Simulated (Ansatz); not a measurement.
Consider the atomization: `COC(=O)c1ccc(Cl)cc1` → 8 C• + Cl• + 7 H• + 2 O•.

Calculated with Ansatz (gas phase, PBE0-D4/def2-TZVP geometries, no zero-point term in ΔE). CCSD(T)/CBS adds triple-zeta CCSD(T) − MP2 to the extrapolated MP2 energy (def2 sets, frozen cores). This one scheme is used for every species, atoms too. Functionals use def2-TZVPP. HSE06 is defined as in plane-wave codes. Open shells (•) are unrestricted, without spin–orbit coupling. Spin–orbit coupling would lower the free atoms: a little for C, Cl, O. One conformer a species, not always the lowest.

```
           level  ΔE (kJ/mol)
       r2SCAN-D4       8536.8
        HSE06-D4       8605.4
         ωB97M-V       8483.1
          B2PLYP       8383.4
          revPBE       8400.9
       CAM-B3LYP       8438.5
CCSD(T)/def2-SVP       8105.7
  CCSD/CBS(def2)       8241.7
```

What does CCSD(T)/CBS give? (Estimate.)

Ansatz gave: +8426.2 kJ/mol. The listed levels differ from it by 110.6, 179.2, 56.9, -42.8, -25.3, 12.3, -320.5, -184.5 kJ/mol.

Largest T1 diagnostic among the species: 0.013.

From BLYP to BHLYP (50 % exact exchange), in def2-TZVPP and without D4, ΔE moves by −314.4 kJ/mol: exact exchange takes away binding that semilocal exchange gives to molecules. The D4 term adds +86.2 kJ/mol with B3LYP and +46.0 kJ/mol with PBE0; it sums over pairs of atoms, weighted by their polarisabilities, and B3LYP, whose exchange is more repulsive, gets the larger term.

B3LYP here is the variant with VWN-RPA as its local correlation; programs differ in this.

For atomizations the MP2-based limit and the directly extrapolated one differ by several kJ/mol either way, and by 10 to 25 for some Ge, Se and Sn compounds, so smaller differences from it don't rank the levels.
